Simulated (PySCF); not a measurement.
## Where the electron goes

Species: C6H13BO2.
Z-matrix (Å and degrees, PBE0-D3(BJ)/def2-SVP geometry), rows numbered from 1:
```
C 
O   1  1.4041
B   2  1.3450  1  123.52
C   3  1.5814  2  119.12  1   173.84
O   4  1.4082  3  112.81  2   159.71
C   5  1.3925  4  113.16  3   -66.56
C   4  1.5512  3  116.38  2    20.54
C   7  1.5388  4   88.77  3   -91.17
C   8  1.5374  7   88.77  4   -18.01
H   1  1.1011  2  109.45  3  -117.76
H   1  1.1008  2  109.32  3   123.93
H   1  1.1024  2  111.62  3     3.02
H   3  1.2171  2  119.68  1    -2.08
H   6  1.1082  5  112.27  4   -63.42
H   6  1.1096  5  112.20  4    57.92
H   6  1.0994  5  108.15  4   177.10
H   7  1.1014  4  109.31  3   156.44
H   7  1.1001  4  118.33  3    30.21
H   8  1.0990  7  111.63  4    95.27
H   8  1.0997  7  117.50  4  -138.18
H   9  1.1022  4  118.85  3   -23.63
H   9  1.1009  4  107.83  3  -147.67
```

The calculation used TDDFT wB97X-D/def2-SVPD, vertical, gas phase, core orbitals frozen in the response in PySCF.

Frontier orbitals with the atoms that hold most of them (Löwdin shares over 4%, at most four atoms; ? is withheld):

```tsv
orbital	ε (eV)	atoms
LUMO+2	2.72	C1 15%, C6 15%, H14 7%, H10 7%
LUMO+1	2.00	B3 38%, C1 16%, H10 6%, O2 5%
LUMO	?	B3 34%, O2 20%, H13 10%, C4 6%
HOMO	-8.69	?
HOMO-1	-9.91	?
HOMO-2	-10.61	O5 13%, C7 12%, C9 10%, C8 10%
HOMO-3	-11.00	O5 29%, C8 12%, C6 12%, C7 11%
```

Problem. Give the leading atoms of the HOMO.

Solution. O5 (bonded to 2 C) 41%; C4 (bonded to B, 2 C and O) 14%; C7 (bonded to 2 C and 2 H) 9%; B3 (bonded to C, O and H) 9%. By element: oxygen 41% or more, carbon 23% or more, boron 9%.

Problem. Give the leading atoms of the HOMO-1.

Solution. O5 (bonded to 2 C) 22%; C4 (bonded to B, 2 C and O) 17%; C9 (bonded to 2 C and 2 H) 14%; C7 (bonded to 2 C and 2 H) 10%. By element: carbon 41% or more, oxygen 22% or more.

Problem. What is the LUMO energy, and the HOMO–LUMO gap?

Solution. ε(LUMO) = 1.66 eV; the gap is 10.35 eV (0.3804 hartree).

Problem. The HOMO–LUMO gap is 10.35 eV. Where does the response calculation put the lowest singlet, and from which orbitals?

Solution. S1 is at 5.60 eV (f = 0.0036), 4.75 eV below the gap, made of HOMO→LUMO (90%). 

Problem. One configuration dominates each of S1 and S2. Which, and how do the shares of the two leading atoms of either orbital change from the occupied to the empty one?

Solution. 
- S1 (5.60 eV, f 0.0036), HOMO→LUMO (90%): O5 41% → at most 7%, C4 14% → 6%, B3 9% → 34%, O2 at most 9% → 20%
- S2 (6.94 eV, f 0.015), HOMO-1→LUMO (76%): O5 22% → at most 7%, C4 17% → 6%, B3 at most 10% → 34%, O2 at most 10% → 20%

The run took 3.5 min of wall time (with the writing of density and orbital grids) on an Arm Neoverse V2 with one thread, shared host with 32 logical CPUs at a one-minute load of 18, and the process peaked at 1.4 GiB of memory.

One conformer stands for the species.
